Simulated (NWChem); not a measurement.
System: WHSO2Cl; SMILES [O]=[W](=[O])([SH])[Cl]

NWChem input:

```
start job
memory heap 200 mb stack 900 mb global 1100 mb
geometry units angstroms noautoz
  W      0.212497    -0.013702     0.001330
  O      1.217676    -0.046905    -1.365458
  O      1.187977     0.053528     1.386043
  Cl    -1.166603     1.798969    -0.093574
  S     -0.904088    -2.061182     0.130994
  H     -1.059783    -2.177631    -1.210112
end
basis spherical
  W library def2-svp
  O library def2-svp
  Cl library def2-svp
  S library def2-svp
  H library def2-svp
end
ecp
  W library def2-ecp
end
dft
  xc r2scan
  iterations 150
  mulliken
end
task dft energy
```

Parts of the log:

```
             Northwest Computational Chemistry Package (NWChem) 7.3.0
             --------------------------------------------------------

 C1  symmetry detected

                             Geometry "geometry" -> ""
                             -------------------------

 Output coordinates in angstroms (scale by  1.889725989 to convert to a.u.)

  No.       Tag          Charge          X              Y              Z
 ---- ---------------- ---------- -------------- -------------- --------------
    1 W                   74.0000     0.21758188     0.01045190     0.00473964
    2 O                    8.0000     1.21095701    -0.04720400    -1.36984333
    3 O                    8.0000     1.19944389    -0.08325582     1.38339009
    4 Cl                  17.0000    -0.98662558     1.94605061     0.01120444
    5 S                   16.0000    -1.08479511    -1.92817121     0.04084708
    6 H                    1.0000    -1.25490968    -1.96188330    -1.30313623

 Effective nuclear repulsion energy (a.u.)    1089.4878192111

                                 NWChem DFT Module
                                 -----------------

 Summary of "ao basis" -> "ao basis" (spherical)
 ------------------------------------------------------------------------------
       Tag                 Description            Shells   Functions and Types
 ---------------- ------------------------------  ------  ---------------------
 W                          def2-svp                12       32   6s3p2d1f
 O                          def2-svp                 6       14   3s2p1d
 Cl                         def2-svp                 8       18   4s3p1d
 S                          def2-svp                 8       18   4s3p1d
 H                          def2-svp                 3        5   2s1p

            General Information
            -------------------
          SCF calculation type: DFT
          Wavefunction type:  closed shell.
          No. of atoms     :     6
          No. of electrons :    64
           Alpha electrons :    32
            Beta electrons :    32
          Charge           :     0
          Spin multiplicity:     1
          Use of symmetry is: off; symmetry adaption is: off
          Maximum number of iterations: 150
          AO basis - number of functions:   101
                     number of shells:    43
          Convergence on energy requested:  1.00D-06
          Convergence on density requested:  1.00D-05
          Convergence on gradient requested:  5.00D-04

              XC Information
              --------------
                      r^2SCAN Method XC Functional
               r^2SCAN metaGGA Exchange Functional  1.000
                     r^2SCAN Correlation Potential  1.000

             Grid Information
             ----------------
          Grid used for XC integration:  medium
          Radial quadrature: Mura-Knowles
          Angular quadrature: Lebedev.
          Tag              B.-S. Rad. Rad. Pts. Rad. Cut. Ang. Pts.
          ---              ---------- --------- --------- ---------
          W                   1.35      123           9.0       590
          O                   0.60       49          11.0       434
          Cl                  1.00       88          11.0       590
          S                   1.00       88          10.0       590
          H                   0.35       45          11.0       434
          Grid pruning is: on
          Number of quadrature shells:   442
          Spatial weights used:  Erf1

      Superposition of Atomic Density Guess
      -------------------------------------

 Sum of atomic energies:       -1079.72904089

      Non-variational initial energy
      ------------------------------

 Total energy =   -1073.054579
 1-e energy   =   -2149.038716
 2-e energy   =     751.683727
 HOMO         =      -0.338475
 LUMO         =      -0.004626

     ---------------------------------------------
      Total Density - Mulliken Population Analysis
     ---------------------------------------------

    Atom       Charge   Shell Charges
 -----------   ------   -------------------------------------------------------
    1 W   14    11.16   0.04 -0.35  1.80  0.54  0.43  0.07  5.49  0.59  0.15  1.90  0.37  0.15
    2 O    8     9.05   1.99  1.16  0.74  3.18  1.98  0.01
    3 O    8     9.04   1.99  1.16  0.74  3.17  1.98  0.01
    4 Cl  17    17.46   2.00  1.99  1.22  0.73  5.94  2.17  3.39  0.01
    5 S   16    16.52   2.00  1.99  1.20  0.65  5.94  1.82  2.90  0.02
    6 H    1     0.76   0.56  0.17  0.03

   convergence    iter        energy       DeltaE   RMS-Dens  Diis-err
 ---------------- ----- ----------------- --------- --------- ---------
 d= 0,ls=0.0,diis     1  -1075.6986451380 -1.40D+03  7.08D-02  4.54D+00
 d= 0,ls=0.5,diis     2  -1065.3076230776  1.04D+01  3.03D-02  6.91D+01
 d= 0,ls=0.5,diis     3  -1071.1556455521 -5.85D+00  1.16D-02  3.92D+01
 d= 0,ls=0.5,diis     4  -1073.1756517552 -2.02D+00  9.94D-03  2.37D+01
 d= 0,ls=0.5,diis     5  -1074.6427907476 -1.47D+00  8.61D-03  1.02D+01
 d= 0,ls=0.5,diis     6  -1075.4605974914 -8.18D-01  6.54D-03  2.54D+00
 d= 0,ls=0.5,diis     7  -1075.7394214974 -2.79D-01  8.16D-03  4.29D-01
 d= 0,ls=0.5,diis     8  -1075.8946225916 -1.55D-01  9.84D-03  1.31D-01
 d= 0,ls=0.5,diis     9  -1075.9941282692 -9.95D-02  7.85D-03  6.78D-01
  Resetting Diis
 d= 0,ls=0.5,diis    10  -1075.9904069805  3.72D-03  5.21D-03  1.68D+00
 d= 0,ls=0.5,diis    11  -1075.9569506804  3.35D-02  1.88D-02  2.43D+00
 d= 0,ls=0.5,diis    12  -1075.7002856546  2.57D-01  6.62D-03  6.26D+00
 d= 0,ls=0.5,diis    13  -1076.0673604386 -3.67D-01  3.35D-03  1.91D+00
 d= 0,ls=0.5,diis    14  -1076.2013280990 -1.34D-01  2.28D-03  5.29D-01
 d= 0,ls=0.5,diis    15  -1076.2471627471 -4.58D-02  1.43D-03  1.24D-01
 d= 0,ls=0.5,diis    16  -1076.2612579957 -1.41D-02  9.16D-04  2.28D-02
 d= 0,ls=0.5,diis    17  -1076.2651395505 -3.88D-03  6.06D-04  6.32D-03
 d= 0,ls=0.5,diis    18  -1076.2666176796 -1.48D-03  4.30D-04  2.61D-03
 d= 0,ls=0.5,diis    19  -1076.2673033448 -6.86D-04  3.10D-04  1.40D-03
 d= 0,ls=0.5,diis    20  -1076.2676611438 -3.58D-04  2.29D-04  8.26D-04
 d= 0,ls=0.5,diis    21  -1076.2678613756 -2.00D-04  1.68D-04  4.31D-04
 d= 0,ls=0.5,diis    22  -1076.2679699458 -1.09D-04  1.22D-04  2.04D-04
 d= 0,ls=0.5,diis    23  -1076.2680270294 -5.71D-05  8.94D-05  9.78D-05
 d= 0,ls=0.5,diis    24  -1076.2680572798 -3.03D-05  6.54D-05  4.66D-05
 d= 0,ls=0.5,diis    25  -1076.2680730578 -1.58D-05  4.78D-05  2.43D-05
 d= 0,ls=0.5,diis    26  -1076.2680814036 -8.35D-06  3.51D-05  1.38D-05
 d= 0,ls=0.5,diis    27  -1076.2680859269 -4.52D-06  2.58D-05  8.10D-06
 d= 0,ls=0.5,diis    28  -1076.2680884314 -2.50D-06  1.90D-05  4.57D-06
 d= 0,ls=0.5,diis    29  -1076.2680898266 -1.40D-06  1.40D-05  2.36D-06
 d= 0,ls=0.5,diis    30  -1076.2680905731 -7.47D-07  1.03D-05  1.28D-06
 d= 0,ls=0.5,diis    31  -1076.2680909780 -4.05D-07  7.59D-06  7.02D-07

         Total DFT energy =    -1076.268091197457
      One electron energy =    -2150.975923970166
           Coulomb energy =      829.343976119844
    Exchange-Corr. energy =      -78.936553876603
 Nuclear repulsion energy =      324.300410529468

 Numeric. integr. density =       64.000000151877

                       DFT Final Molecular Orbital Analysis
                       ------------------------------------

 Vector   30  Occ=2.000000D+00  E=-3.280890D-01
              MO Center= -5.3D-01,  1.2D+00,  1.6D-01, r^2= 3.7D+00
   Bfn.  Coefficient  Atom+Function         Bfn.  Coefficient  Atom+Function
  ----- ------------  ---------------      ----- ------------  ---------------
    73      0.536719  4 Cl pz                70      0.402513  4 Cl pz
    67      0.233860  4 Cl pz                51     -0.222216  3 O  py
    54     -0.160017  3 O  py                90      0.119654  5 S  py
    37      0.103975  2 O  py                50     -0.098007  3 O  px
    89      0.092786  5 S  px                 9     -0.088214  1 W  pz

 Vector   31  Occ=2.000000D+00  E=-3.083074D-01
              MO Center=  1.1D+00, -3.2D-02,  1.3D-03, r^2= 2.6D+00
   Bfn.  Coefficient  Atom+Function         Bfn.  Coefficient  Atom+Function
  ----- ------------  ---------------      ----- ------------  ---------------
    36      0.433008  2 O  px                50     -0.434513  3 O  px
    39      0.309635  2 O  px                53     -0.310378  3 O  px
     9     -0.141210  1 W  pz                38      0.135078  2 O  pz
    52      0.132200  3 O  pz                73     -0.102747  4 Cl pz
    41      0.096791  2 O  pz                55      0.094692  3 O  pz

 Vector   32  Occ=2.000000D+00  E=-2.891018D-01
              MO Center= -7.7D-01, -1.4D+00, -1.4D-02, r^2= 3.2D+00
   Bfn.  Coefficient  Atom+Function         Bfn.  Coefficient  Atom+Function
  ----- ------------  ---------------      ----- ------------  ---------------
    89      0.431235  5 S  px                90     -0.363850  5 S  py
    86      0.324285  5 S  px                87     -0.249485  5 S  py
    83      0.183331  5 S  px                71     -0.173114  4 Cl px
    84     -0.143039  5 S  py                37      0.136669  2 O  py
    51      0.117256  3 O  py                68     -0.113847  4 Cl px

 Vector   33  Occ=0.000000D+00  E=-1.320711D-01
              MO Center= -5.0D-02, -9.3D-02,  5.5D-03, r^2= 3.0D+00
   Bfn.  Coefficient  Atom+Function         Bfn.  Coefficient  Atom+Function
  ----- ------------  ---------------      ----- ------------  ---------------
    20      0.785623  1 W  d  2              89      0.358760  5 S  px
    71      0.296082  4 Cl px                25      0.225434  1 W  d  2
    86      0.178061  5 S  px                52      0.176518  3 O  pz
    38     -0.173321  2 O  pz                55      0.167526  3 O  pz
     7      0.163541  1 W  px                41     -0.163615  2 O  pz

 Vector   34  Occ=0.000000D+00  E=-1.198192D-01
              MO Center=  3.3D-01, -1.3D-01,  2.6D-02, r^2= 2.5D+00
   Bfn.  Coefficient  Atom+Function         Bfn.  Coefficient  Atom+Function
  ----- ------------  ---------------      ----- ------------  ---------------
    17      0.800657  1 W  d -1              51     -0.309996  3 O  py
    54     -0.278485  3 O  py                37      0.266356  2 O  py
    98     -0.244761  6 H  s                 40      0.242645  2 O  py
    82      0.149081  5 S  s                 97     -0.149522  6 H  s
    22      0.133573  1 W  d -1              73     -0.130731  4 Cl pz

 Vector   35  Occ=0.000000D+00  E=-9.345211D-02
              MO Center=  1.6D-01, -8.2D-02, -5.1D-02, r^2= 3.0D+00
   Bfn.  Coefficient  Atom+Function         Bfn.  Coefficient  Atom+Function
  ----- ------------  ---------------      ----- ------------  ---------------
    16      0.832789  1 W  d -2              90     -0.374091  5 S  py
    72     -0.293559  4 Cl py                82     -0.264485  5 S  s
    37     -0.249829  2 O  py                21      0.241429  1 W  d -2
    40     -0.227872  2 O  py                64      0.205142  4 Cl s
    51     -0.193153  3 O  py                54     -0.172110  3 O  py

     ---------------------------------------------
      Total Density - Mulliken Population Analysis
     ---------------------------------------------

    Atom       Charge   Shell Charges
 -----------   ------   -------------------------------------------------------
    1 W   14    13.04   0.04 -0.36  1.87  0.49  0.46 -0.03  5.59  0.54  0.20  3.53  0.52  0.18
    2 O    8     8.31   1.99  1.13  0.78  2.75  1.65  0.01
    3 O    8     8.30   1.99  1.13  0.78  2.75  1.64  0.01
    4 Cl  17    17.24   2.00  1.99  1.25  0.73  5.93  2.14  3.19  0.02
    5 S   16    16.27   2.00  1.99  1.23  0.67  5.93  1.81  2.60  0.04
    6 H    1     0.85   0.69  0.12  0.03

     -------------------------------------------
      Total Density - Lowdin Population Analysis
     -------------------------------------------

    Atom       Charge   Shell Charges
 -----------   ------   -------------------------------------------------------
    1 W   14    14.14   0.00  0.04  1.09  0.80  0.39  0.17  4.94  1.29  0.52  3.24  1.34  0.33
    2 O    8     8.11   1.98  0.98  0.70  2.63  1.81  0.02
    3 O    8     8.10   1.98  0.98  0.70  2.62  1.80  0.02
    4 Cl  17    16.87   2.00  1.96  1.02  0.76  5.82  2.25  3.05  0.02
    5 S   16    15.81   2.00  1.95  0.95  0.65  5.81  1.89  2.51  0.05
    6 H    1     0.95   0.59  0.28  0.08

     Multipole analysis of the density
     ---------------------------------

     L   x y z        total         alpha         beta         nuclear
     -   - - -        -----         -----         ----         -------
     0   0 0 0     -0.000000    -32.000000    -32.000000     64.000000

     1   1 0 0     -0.856772     11.906718     11.906718    -24.670208
     1   0 1 0     -0.304643      0.440216      0.440216     -1.185074
     1   0 0 1     -0.398460      0.069469      0.069469     -0.537397

     2   2 0 0    -47.045047   -132.181158   -132.181158    217.317269
     2   1 1 0      1.464636     -2.952981     -2.952981      7.370598
     2   1 0 1      1.406126     -0.648006     -0.648006      2.702138
     2   0 2 0    -44.580044   -250.463572   -250.463572    456.347099
     2   0 1 1      1.902863     -1.304948     -1.304948      4.512759
     2   0 0 2    -46.018119    -80.233972    -80.233972    114.449824
```

Level: r2SCAN/def2-SVP with def2 effective core potentials on W. Coordinates come from a PBE0/def2-SVP optimisation. def2 effective core potentials on W; no spin-orbit coupling.
